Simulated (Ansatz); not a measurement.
Consider the silylene formation by 1,1-elimination: `C[Si](C)(C)[Al]([F])[F]` → `[CH3][Al]([F])[F]` + `C[Si]C`.

Program: Ansatz. Geometries: PBE0-D4/def2-TZVP. ΔE: electronic, gas phase. CBS: MP2 limit from def2 TZ/QZ plus the TZ coupled-cluster correction, frozen cores. DFT in def2-TZVPP. B3LYP here is the variant with VWN-RPA as its local correlation; programs differ in this. One conformer a species, not always the lowest.

CCSD(T)/CBS gives +225.1 kJ/mol.

(1) Another level gave +204.0 kJ/mol. Which?
A. ωB97X-V/def2-TZVPP
B. B3LYP/def2-TZVPP
C. PBE/def2-TZVPP
D. BLYP/def2-TZVPP

Largest T1 diagnostic among the species: 0.012.

Answers

(1) B. B3LYP 204.0, PBE 224.2, BLYP 190.0, ωB97X-V 237.8 kJ/mol.

At CCSD(T), def2-SVP lies −12.2 kJ/mol from the extrapolated value and def2-TZVPP −4.0 kJ/mol. The D4 term adds +18.3 kJ/mol with B3LYP and +10.9 kJ/mol with PBE0; it sums over pairs of atoms, weighted by their polarisabilities, and B3LYP, whose exchange is more repulsive, gets the larger term. Leaving LDA and LC-ωPBE aside and taking each functional with its dispersion term where it has one, the values, not all of them listed here, spread over 32.6 kJ/mol, from BLYP-D4 to r2SCAN0-D4. LDA lies +29.3 kJ/mol from PBE without D4.
